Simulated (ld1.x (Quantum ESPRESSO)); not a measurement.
**sulfur (S), TM: configuration errors across variants**

| Item | Value |
| --- | --- |
| Element | sulfur |
| Generator | ld1.x (Quantum ESPRESSO) 7.5 |
| Type | norm-conserving Troullier–Martins (Kleinman–Bylander form) |
| Functional | PBE |
| Relativity | scalar-relativistic |
| Frozen core | [Ne] |
| Valence charge | 6 |
| Reference configuration | 3s2 3p4 |
| Partial waves | 3s (bound): rc 1.15 bohr; 3p (bound): rc 1.70 bohr |
| Local potential | the p channel |
| Core correction | Bessel-smoothed model core, default radius (core density twice the valence density) |

All-electron excitation energies from the reference (eV): (1) 3s2 3p3 11.769; (2) 3s2 3p2 34.053; (3) 3s2 3p1 68.094; (4) 3s2 3p3.5 4.660; (5) 3s2 3p0 114.891; (6) 3s1 3p5 10.311; (7) 3s2 3p4.3 -1.709.

A true bound ghost makes a file unfit for plane-wave use even where its test errors are small: the radial tests pick states by their node count and pass the ghost by.

Errors AE − PS in meV (a dash: test not solved or not reliable):

```tsv
change	(1)	(2)	(3)	(4)	(5)	(6)	(7)	bound ghosts
base	+2.6	+21	+74	+0.3	+184	-2.0	+0.3	none
all radii but the core radius scaled by about 0.76 (s 0.88, p 1.30 bohr)	+3.1	+24	+82	+0.4	+202	-16	+0.3	s
all radii but the core radius scaled by about 0.84 (s 0.96, p 1.42 bohr)	+2.8	+23	+81	+0.4	+208	-8.9	+0.3	s
all radii but the core radius scaled by about 0.89 (s 1.02, p 1.52 bohr)	+2.7	+22	+79	+0.3	+204	-4.5	+0.3	none
all radii but the core radius scaled by about 0.95 (s 1.10, p 1.62 bohr)	+2.6	+21	+76	+0.3	+192	-2.6	+0.3	none
all radii but the core radius scaled by about 1.04 (s 1.20, p 1.76 bohr)	+2.6	+20	+70	+0.3	+171	-1.1	+0.3	none
all radii but the core radius scaled by about 1.11 (s 1.28, p 1.88 bohr)	+2.6	+20	+65	+0.3	+153	-0.1	+0.3	none
all radii but the core radius scaled by about 1.19 (s 1.36, p 2.02 bohr)	+2.8	+19	+59	+0.4	+124	+1.2	+0.3	none
all radii but the core radius scaled by about 1.25 (s 1.44, p 2.12 bohr)	+3.0	+19	+54	+0.4	+103	+1.8	+0.3	none
all radii but the core radius scaled by about 1.31 (s 1.50, p 2.22 bohr)	+3.2	+19	+50	+0.5	+85	+2.0	+0.4	none
```

(1) Give the same row for: all radii but the core radius scaled by about 1.40 (s 1.60, p 2.38 bohr).

Results:

(1) +3.6, +20, +50, +0.6, +77, +1.1, +0.4; bound ghosts: none.
